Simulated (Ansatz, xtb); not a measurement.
Relaxing a trial structure of CH3OSbSi

The starting geometry of this gas-phase singlet was built from a drawn formula by distance geometry and a force field; its bonds are those of `[SiH2]=[Sb]1=[CH][O]1`.

```xyz
7

C    -1.4520   -1.3188   -0.5097
O    -0.9655   -1.4974    0.7662
Sb    0.5064   -1.8289   -0.2214
Si    2.5385   -1.1976   -1.0107
H     3.6055   -2.1930   -1.2679
H     2.8281    0.2123   -1.2862
H    -2.0625   -0.6963   -1.1774
```

Task: Predict what it relaxes into with r2SCAN-D4/def2-SVP.

Result: A bond breaks, leaving `O=[CH][Sb]=[SiH2]`. Distances that change by over a tenth: C1–O2 (1.38 → 1.20 Å), C1–Sb3 (2.04 → 2.26 Å). Contacts that open: O2–Sb3 (1.80 → 3.07 Å).

The energy falls by 6.84 eV over 24 steps:

```json
{"step": "1", "E − E(last) (eV)": "6.838"}
{"step": "4", "E − E(last) (eV)": "1.582"}
{"step": "6", "E − E(last) (eV)": "0.494"}
{"step": "9", "E − E(last) (eV)": "0.237"}
{"step": "11", "E − E(last) (eV)": "0.145"}
{"step": "14", "E − E(last) (eV)": "0.067"}
{"step": "16", "E − E(last) (eV)": "0.031"}
{"step": "19", "E − E(last) (eV)": "0.002"}
{"step": "21", "E − E(last) (eV)": "0.000"}
{"step": "24", "E − E(last) (eV)": "0.000"}
```

Final geometry (Å):

```yaml
atoms:
  - { symbol: C, position_ang: [-0.8737, -1.1912, -0.2141] }
  - { symbol: O, position_ang: [-1.9993, -1.3345, 0.1659] }
  - { symbol: Sb, position_ang: [0.6300, -2.8749, -0.1723] }
  - { symbol: Si, position_ang: [2.2227, -1.3487, -1.0778] }
  - { symbol: H, position_ang: [3.6473, -1.6378, -1.4096] }
  - { symbol: H, position_ang: [1.8699, 0.0739, -1.3836] }
  - { symbol: H, position_ang: [-0.4982, -0.2067, -0.6155] }
```

From the same start GFN2-xTB reaches the same bonding as this run.

The end wasn't checked by frequencies. Atoms past krypton carry core potentials, without spin–orbit terms. Run with Ansatz 0.2.0, 110 s on 1 thread of Arm Neoverse V1 (shared host).
